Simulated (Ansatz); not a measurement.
Program: Ansatz. Geometries: PBE0-D4/def2-TZVP. ΔE: electronic, gas phase. CBS: MP2 limit from def2 TZ/QZ plus the TZ coupled-cluster correction, frozen cores. Functionals use def2-TZVPP. Elements past krypton have def2 core potentials. For Sn outer-core shells are correlated without core-valence functions, which leaves a few kJ/mol of doubt a bond. Each species was taken in one conformer, which may not be the lowest.

Consider the redistribution: `BN([SiH3])[SiH3]` + `N#[C][SnH2][Cl]` → `BN([SiH3])[SiH2]Cl` + `N#[C][SnH3]`.

(1) Is it downhill or uphill in electronic energy at CCSD(T)/CBS, and by how much? (Best estimate.)

(2) What do these levels give: BLYP-D4, r2SCAN-D4, BHLYP-D4, PBE, BLYP, HF/def2-SVP? (Best estimate.)

(3) What do rigid-rotor, harmonic-oscillator terms from PBE0-D4/def2-TZVP frequencies (298.15 K, 1 bar) make of the CCSD(T)/CBS value? (Best estimate.)

Largest T1 diagnostic among the species: 0.014.

Answers

(1) Computed: Downhill: ΔE = -23.1 kJ/mol.

(2) Computed: BLYP-D4 -22.5, r2SCAN-D4 -26.9, BHLYP-D4 -24.4, PBE -24.0, BLYP -18.3, HF/def2-SVP -16.8 kJ/mol.

(3) Computed: ΔZPE = -1.1 kJ/mol, ΔH = -24.6 kJ/mol, ΔS = -15 J/(mol·K), ΔG = -20.1 kJ/mol. Modes under 50 cm⁻¹ make the entropy rough.

From BLYP to BHLYP (50 % exact exchange), in def2-TZVPP and without D4, ΔE moves by −4.0 kJ/mol. Leaving LDA and LC-ωPBE aside and taking each functional with its dispersion term where it has one, the values, not all of them listed here, spread over 6.5 kJ/mol, from ωB97M-V to BLYP-D4. LDA lies −11.0 kJ/mol from PBE without D4. The D4 term adds −3.2 kJ/mol with B3LYP and −1.8 kJ/mol with PBE0; it sums over pairs of atoms, weighted by their polarisabilities, and B3LYP, whose exchange is more repulsive, gets the larger term.

B3LYP here is the variant with VWN-RPA as its local correlation; programs differ in this.
